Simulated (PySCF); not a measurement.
NMR data simulated for an unnamed compound:

1H NMR (300 MHz, computed): δ 5.58 (m, 1H), 5.27 (m, 1H), 5.09 (m, 1H), 4.22 (m, 1H), 1.83 (br s, 1H), 1.37 (d, 3H), 1.26 (d, 3H).

13C{1H} NMR (computed): δ 66.1 (CH), 28.0 (CH3), 27.4 (CH3).

PySCF calculation with geometry from GFN2-xTB and σ from GIAO-PBE0/pcSseg-1; one conformer, no solvent, one averaged value for each set of equivalent atoms, non-relativistic Hamiltonian.

References, each an isolated molecule treated in the same way: 1H (σref 31.72), 13C (σref 186.93) against TMS.

Q: Which of these does the molecule contain: an OH group, an aldehyde, a Si–H bond, a carboxylic acid, a Si–CH3 group, a (CH3)2CH unit?

A: 
- An OH group: yes (δH 1.83 (br s)).
- An aldehyde: no.
- A Si–H bond: yes (δH 5.58 (m)).
- A carboxylic acid: no.
- A Si–CH3 group: no.
- A (CH3)2CH unit: yes (δC 27.4, 66.1, 28.0; δH 1.26 (d), 4.22 (m), 1.37 (d)).

The data belong to SMILES CC(C)O[Si@@H](O)[SiH2]Cl, C3H11ClO2Si2; they needn't prove each group on their own.

Carbon signals by region: 1 at 50–100 ppm, 2 below 50 ppm.

The OH or NH signal is concentration- and solvent-dependent in practice; the value given is the gas-phase one. Shifts are as computed. Against solution values, carbons near 30 ppm lie about +3 ppm off and those near 130 ppm about +5 ppm. Of 1211 compounds with measured shifts, 218 miss one by over three times the rms of a fit or turn the order of signals round; such compounds aren't used in these exercises. No couplings were computed; multiplicities are counted from neighbouring protons, with m where these are inequivalent, close in shift, in a saturated or five-membered ring or joined by F or P, and br s for small geminal =CH2 splittings.
